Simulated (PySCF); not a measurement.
C8H6N2.
Atom-mapped SMILES: `[CH:1]#[C:2][c:3]1[cH:4][n:5][n:6][cH:7][c:8]1[CH:9]=[CH2:10]`

Probes without a nucleus sit at each ring's centroid and 1 Å off its mean plane on both sides; NICS is minus the shielding there, NICSzz its component along the normal. Level: GIAO PBE0/pcSseg-1 (PySCF, non-relativistic, gas phase) on the GFN2-xTB geometry, one conformer.

Ring bond lengths (Å), with Mayer bond orders in brackets: C3–C4 1.405 (1.33), C4–N5 1.313 (1.54), N5–N6 1.303 (1.28), N6–C7 1.314 (1.55), C7–C8 1.404 (1.28), C8–C3 1.403 (1.36).

Task: Give the NICS values of each ring in ppm.

Result: 
| ring | type | NICS(0) | NICS(1), two faces | NICS(1)zz, two faces | rms pucker (Å) | centre to ring atoms, mean (Å) |
| --- | --- | --- | --- | --- | --- | --- |
| C3–C4–N5–N6–C7–C8 | 6-membered ring with 2 N; formal bonds all aromatic | -4.7 | -10.4 / -10.3 | -24.1 / -23.9 | 0.01 | 1.36 |

Task: What do they say, and how far can they be read as aromaticity?

Result: 
- C3–C4–N5–N6–C7–C8: mean NICS(1)zz -24.0 ppm, shielded. The ring is flat and has no four-coordinate atom; by the NICS criterion it is aromatic. NICS(0) lies 6 ppm above the mean NICS(1).

Task: How equal are the bonds by HOMA? Use HOMA with the parameters of Krygowski (1993).

Result: 
- C3–C4–N5–N6–C7–C8: HOMA 0.95; the largest term is that of C3–C4, α(R − Ropt)² = 0.07. The geometric and the magnetic index point the same way.

Task: What are the shieldings of the ring atoms and their hydrogens in the same run (means over atoms taken as equivalent)?

Result: 
```
  atoms                          environment  σ isotropic (ppm)
     C3          substituted aromatic carbon               65.7
     C4  aromatic CH next to a ring nitrogen               28.5
     N5               pyridine-type nitrogen             -191.6
     N6               pyridine-type nitrogen             -196.1
     C7  aromatic CH next to a ring nitrogen               38.6
     C8          substituted aromatic carbon               48.8
H on C4                    aromatic hydrogen              22.16
H on C7                    aromatic hydrogen              21.89
```

On one thread of an Arm Neoverse N1 (shared host), this took 62 s wall (with the writing of density and orbital grids). This is the whole shielding run at PBE0/pcSseg-1, SCF included.

Conformer computed: `[CH:1]#[C:2][c:3]1[cH:4][n:5][n:6][cH:7][c:8]1[CH:9]=[CH2:10]`: C7–C8–C9–C10 -13°.
